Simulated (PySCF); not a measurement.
# Dipole response of Sn⁺ (tin, charge +1)

[Kr] 4d10 5s2 5p1, 2P determinant. Computed with PySCF 2.14 in aug-cc-pwCVTZ-PP with ECP28MDF (8s7p6d4f1g, 96 functions), with scalar relativity through the core potential. Coupled (time-dependent) response in atomic units; α is the mean over directions.

```
method  mean α (bohr³)         α xx, yy, zz  C₆ (like pair)  S(−4)
   UHF           28.99  27.60, 31.76, 27.60           229.9  279.1
   PBE           27.16  24.92, 31.63, 24.92           209.4  261.7
  PBE0           27.25  25.35, 31.03, 25.35           211.2  254.1
 B3LYP           26.79  24.78, 30.81, 24.78           205.8  249.3
```

S(−4) is the Cauchy moment in α(ω) = α(0) + S(−4) ω² + …

Spin-orbit coupling is absent.

α(iu) at PBE:

| u (hartree) | α(iu) (bohr³) |
| --- | --- |
| 0 | 27.16 |
| 0.0500 | 26.52 |
| 0.100 | 24.83 |
| 0.200 | 20.06 |
| 0.300 | 15.59 |
| 0.500 | 9.779 |
| 0.750 | 6.264 |
| 1.00 | 4.507 |
| 1.50 | 2.817 |
| 2.00 | 1.996 |
| 3.00 | 1.182 |
| 5.00 | 0.5546 |

A single London oscillator, α(iu) = α/(1 + u²/ω²), gives C₆ = (3/4) ω α². Matching the computed C₆ needs ω = 4 × 209.4 / (3 × 27.16²) = 0.378 hartree.

For an ion, C₆ is the dispersion term alone; charge-induced terms of lower order in 1/R come first.

The components differ because the open shell of this determinant is not spherical; for a pure term their mean is the scalar polarisability.

Energies and moments cover only the electrons outside the core potential.
